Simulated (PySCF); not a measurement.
C₇H₄F₂O.
Geometry (GFN2-xTB, Å), atoms numbered from 1 in this order:
```
atom  x, y, z in Å
O1    -1.1414   -2.6916   -0.0845
C2    -0.6751   -1.5638   -0.0504
C3    -1.5762   -0.4121   -0.0046
C4    -1.3374    0.9165    0.0391
C5    -0.1039    1.6190    0.0540
C6     1.1446    1.0970    0.0273
F7     2.1725    1.9610    0.0495
C8     1.5361   -0.2799   -0.0225
F9     2.8701   -0.4516   -0.0362
C10    0.7775   -1.3918   -0.0553
H11   -2.6129   -0.7293   -0.0077
H12   -2.2076    1.5610    0.0680
H13   -0.1598    2.6989    0.0913
H14    1.3126   -2.3338   -0.0901
```

Probes without a nucleus sit at each ring's centroid and 1 Å off its mean plane on both sides; NICS is minus the shielding there, NICSzz its component along the normal. Level: GIAO PBE0/pcSseg-1 (PySCF, non-relativistic, gas phase) on the GFN2-xTB geometry, one conformer.

Ring bond lengths (Å), with Mayer bond orders in brackets: C2–C3 1.463 (1.12), C3–C4 1.351 (1.66), C4–C5 1.420 (1.21), C5–C6 1.354 (1.64), C6–C8 1.432 (1.12), C8–C10 1.347 (1.60), C10–C2 1.463 (1.08).

Question: What do the NICS probes read (ppm)?

Answer: 
```tsv
ring	type	NICS(0)	NICS(1), two faces	NICS(1)zz, two faces	rms pucker (Å)	centre to ring atoms, mean (Å)
C2–C3–C4–C5–C6–C8–C10	7-membered carbocycle; bonds drawn aromatic by RDKit's count	-0.7	-3.4 / -3.4	-5.6 / -5.6	0.00	1.62
```

Question: What can be read from them?

Answer: 
- C2–C3–C4–C5–C6–C8–C10: mean NICS(1)zz -5.6 ppm, shielded. That is too small in size for a clear verdict by the NICS criterion.

Question: How equal are the bonds by HOMA? HOMA = 1 − mean of α(R − Ropt)² over the ring bonds, with Krygowski's 1993 parameters (CC: Ropt 1.388 Å, α 257.7 Å⁻²).

Answer: 
- C2–C3–C4–C5–C6–C8–C10: HOMA 0.32 = 1 − EN − GEO, with mean bond length 1.404 Å, EN = α(Ropt − mean)² = 0.066 and GEO = α × variance = 0.615.

Question: Give the inner angles of the rings and the Hirshfeld charges of the ring atoms.

Answer: 
- C2–C3–C4–C5–C6–C8–C10: C2 121.3° (+0.122 e), C3 131.8° (-0.037 e), C4 129.9° (-0.025 e), C5 127.6° (-0.051 e), C6 128.6° (+0.095 e), C8 129.8° (+0.097 e), C10 131.0° (-0.055 e); sum 900.0° against 900° for a flat convex ring.

Question: How shielded are the nuclei of the rings and their hydrogens (means over atoms taken as equivalent)?

Answer: 
```csv
atoms,environment,σ isotropic (ppm),"principal values of the symmetric part, first atom (ppm)"
C2,ring carbonyl carbon,3.6,"-79.0, -11.5, 101.4"
C3,unsaturated ring CH carbon,34.7,"-57.1, 29.1, 132.0"
C4,unsaturated ring CH carbon,51.7,"-69.0, 53.5, 170.6"
C5,unsaturated ring CH carbon,63.8,"-29.9, 65.3, 156.1"
C6,unsaturated ring carbon,18.6,"-66.8, 40.7, 81.9"
C8,unsaturated ring carbon,19.1,"-66.6, 38.0, 85.8"
C10,unsaturated ring CH carbon,51.3,"-26.2, 51.9, 128.0"
H11,hydrogen on carbon,24.59,"22.5, 22.8, 28.4"
H12,hydrogen on carbon,24.64,"21.6, 24.2, 28.1"
H13,hydrogen on carbon,24.75,"21.7, 24.0, 28.5"
H14,hydrogen on carbon,24.49,"22.0, 22.4, 29.2"
```
